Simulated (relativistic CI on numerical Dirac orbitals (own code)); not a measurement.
Computed by Dirac-Coulomb-Breit CI, separate exchange-only KLI orbitals for each configuration, a model potential for QED, unscaled Slater integrals (own radial code, finite nucleus).

The strongest absorption lines from the ground level of an ion, among the configurations computed and to levels below about 1260 eV (vacuum wavelength in nm, gf): 1.0014 (0.11), 1.0977 (0.49), 1.1114 (0.42), 1.2583 (0.3), 1.3628 (2.5), 1.3872 (0.7), 1.5187 (0.11), 1.5455 (0.13).

Problem. Which ion is it?
A. Mn15+
B. Co19+
C. Co17+
D. Co15+

Solution. C. Co17+ has 10 electrons and the ground level 2s²2p⁶ ¹S0; the strongest line goes to 2s²2p⁵3d ¹P°1. The pattern of lines fixes the number of electrons, and along that sequence the line energies rise steadily with the charge (about as its square where n changes within one kind of shell, about linearly where n is kept but much faster in heavy ions where fine structure, which grows about as Z⁴, sets the gap, and irregularly where shells cross), which fixes Z. Configurations outside the model, such as inner-shell arrays, can give stronger lines. At this charge energies of transitions that change n are usually good to better than 1 %, and those within a shell (Δn = 0) to a few per cent.

LS names give the leading component of a level, which can be under half, so a name can repeat, a term be missing and a line seem to break the LS rules.
